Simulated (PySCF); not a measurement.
Species: C7H8F (doublet state).
Numbering: `[F:1][C@H:2]1[C@@H:3]2[CH:4][C@H:5]3[C@@H:6]2[CH2:7][C@@H:8]13` (hydrogens: H9 on C2; H10 on C3; H11 on C4; H12 on C5; H13 on C6; H14, H15 on C7; H16 on C8)

Cartesian coordinates in Å at the GFN2-xTB level; atoms count from 1:
```xyz
16
C7H8F angstrom
F      0.1736    1.6622    1.7271
C      0.2914    0.3641    1.2903
C     -0.9957   -0.2332    0.6972
C     -0.4813   -1.6189    0.4090
C      0.3760   -0.9941   -0.6302
C     -0.7457    0.0761   -0.8164
C      0.3144    1.1602   -0.9305
C      1.1118    0.2368    0.0022
H      0.6743   -0.2091    2.1393
H     -1.9309   -0.0261    1.2033
H     -1.0899   -2.4887    0.2478
H      0.8680   -1.5325   -1.4304
H     -1.5759   -0.0442   -1.5012
H      0.7314    1.2113   -1.9334
H      0.0785    2.1555   -0.5613
H      2.1923    0.2897    0.0757
```

The hyperfine couplings belong to this conformer and change with its torsions.

Level of theory: UKS B3LYP, pcH-1 on C F H, non-relativistic, mean-field spin-orbit, GIAO (PySCF). Isolated species at its GFN2-xTB geometry, gas phase. Couplings are sensitive to structure, and on GFN2-xTB geometries they can be far from those on DFT ones. No stability test was run, so a lower SCF solution isn't excluded.

Principal values of hyperfine tensors in MHz (contact and dipolar terms together), for some of the nuclei:

```json
{"atom": "C4", "isotope": "13C", "A1": "98.54", "A2": "100.00", "A3": "323.47"}
{"atom": "C6", "isotope": "13C", "A1": "109.29", "A2": "111.10", "A3": "132.48"}
{"atom": "C2", "isotope": "13C", "A1": "36.97", "A2": "38.28", "A3": "44.94"}
{"atom": "H11", "isotope": "1H", "A1": "-68.38", "A2": "-34.69", "A3": "3.79"}
{"atom": "C8", "isotope": "13C", "A1": "26.27", "A2": "27.30", "A3": "35.51"}
{"atom": "C3", "isotope": "13C", "A1": "-20.88", "A2": "-18.19", "A3": "-10.76"}
{"atom": "C7", "isotope": "13C", "A1": "12.71", "A2": "13.49", "A3": "20.41"}
{"atom": "H10", "isotope": "1H", "A1": "-1.50", "A2": "0.17", "A3": "10.81"}
```

Task: Give the isotropic coupling of each nucleus in MHz and in mT (g = 2.0025), and the anisotropic part.

Result: a_iso = (A1 + A2 + A3)/3, Ti = Ai − a_iso; 1 mT corresponds to 28.028 MHz.

```json
{"atom": "C4", "a_iso (MHz)": "174.00", "a_iso (mT)": "6.208", "T1": "-75.46", "T2": "-74.00", "T3": "149.47"}
{"atom": "C6", "a_iso (MHz)": "117.63", "a_iso (mT)": "4.197", "T1": "-8.33", "T2": "-6.53", "T3": "14.86"}
{"atom": "C2", "a_iso (MHz)": "40.06", "a_iso (mT)": "1.429", "T1": "-3.09", "T2": "-1.78", "T3": "4.87"}
{"atom": "H11", "a_iso (MHz)": "-33.10", "a_iso (mT)": "-1.181", "T1": "-35.29", "T2": "-1.60", "T3": "36.88"}
{"atom": "C8", "a_iso (MHz)": "29.69", "a_iso (mT)": "1.059", "T1": "-3.42", "T2": "-2.40", "T3": "5.82"}
{"atom": "C3", "a_iso (MHz)": "-16.61", "a_iso (mT)": "-0.593", "T1": "-4.27", "T2": "-1.58", "T3": "5.85"}
{"atom": "C7", "a_iso (MHz)": "15.54", "a_iso (mT)": "0.554", "T1": "-2.83", "T2": "-2.04", "T3": "4.87"}
{"atom": "H10", "a_iso (MHz)": "3.16", "a_iso (mT)": "0.113", "T1": "-4.66", "T2": "-2.99", "T3": "7.65"}
```

Task: What spin density at the nucleus of C6 lies behind its contact coupling (g_N = 1.40482)?

Result: a_FC = 800.24 MHz bohr³ × g_N × ρ(0)/(2S). With a_FC = 117.63 MHz and 2S = 1, ρ(0) = 0.1046 bohr⁻³.

Task: C5 (13C, g_N = 1.40482) isn't in the table. Its spin density at the nucleus is -0.01906 bohr⁻³. What is its contact coupling?

Result: By the same relation, a_FC = -21.4 MHz. Its full tensor has the principal values -27.31, -23.78, -13.20 MHz.

Task: Name the largest traceless tensor T of the table and describe it.

Result: C4: -75.5, -74.0, 149.5 MHz, axial, in the ratio −1:−1:+2, the form that spin in one p orbital centred on that nucleus gives.

Task: In a single crystal, with the field along each principal axis of the tensor of C4 in turn, what first-order splitting does this nucleus give (isotropic g, quadrupole terms neglected)?

Result: 2 lines (I = 1/2), spaced by |A_i|/(g × 13.996): 3.52, 3.57, 11.54 mT along the axes of A1, A2 and A3.
